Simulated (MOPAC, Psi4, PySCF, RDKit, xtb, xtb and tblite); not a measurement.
Two geometries of SMILES C(CN)C=C, relaxed at GFN2-xTB with one dihedral held; other torsions can differ between them too.

Structure A

```
14

C     -2.3848     0.3973     0.1381
C     -1.3576    -0.1990    -0.4386
C     -0.0502    -0.4768     0.2283
C      1.1001     0.3308    -0.4213
N      1.3336     1.6355     0.1632
H     -2.3535     0.7098     1.1699
H     -3.3045     0.5907    -0.3874
H     -1.4148    -0.5005    -1.4767
H     -0.1046    -0.2403     1.2933
H      0.1728    -1.5423     0.1278
H      0.8987     0.4705    -1.4858
H      2.0345    -0.2301    -0.3251
H      0.5020     2.2115     0.0789
H      1.5462     1.5447     1.1513
```

Structure B

```
14

C     -2.3742     0.3892     0.1205
C     -1.3535    -0.2327    -0.4399
C     -0.0425    -0.4840     0.2324
C      1.0905     0.3382    -0.4273
N      0.7689     1.7236    -0.7058
H     -2.3338     0.7406     1.1393
H     -3.2970     0.5654    -0.4059
H     -1.4203    -0.5738    -1.4663
H     -0.1201    -0.2068     1.2871
H      0.2146    -1.5434     0.1727
H      1.3570    -0.1232    -1.3833
H      1.9734     0.3176     0.2158
H     -0.0382     1.7763    -1.3188
H      0.5261     2.2067     0.1536
```

Problem. Which is lower in energy at the level M06-2X/def2-TZVP // GFN2-xTB run with Psi4, and by how much?

Solution. B is lower, by 0.72 kcal/mol (dihedral C2–C3–C4–N5: 90° in A, 45° in B).

E(B) − E(A) in kcal/mol at the other levels, on the same two geometries: GFN2-xTB (xtb and tblite) -0.47; MMFF94 // GFN2-xTB (RDKit) -0.49; PBE/def2-TZVP // GFN2-xTB (Psi4) -0.22; PBE-D3(BJ)/def2-TZVP // GFN2-xTB (Psi4) -0.44; UFF // GFN2-xTB (RDKit) 0.12; PM6, restricted, heats of formation // GFN2-xTB (MOPAC) -0.03; AM1, restricted, heats of formation // GFN2-xTB (MOPAC) -0.41; GFN1-xTB // GFN2-xTB (xtb) -0.35; restricted B3LYP/6-31G*, spherical d // GFN2-xTB (PySCF) -0.52; restricted MP2 (frozen core)/6-31G*, spherical d // GFN2-xTB (PySCF) -1.10; restricted B3LYP/3-21G // GFN2-xTB (PySCF) -1.03; restricted Hartree-Fock/STO-3G // GFN2-xTB (PySCF) -0.75.
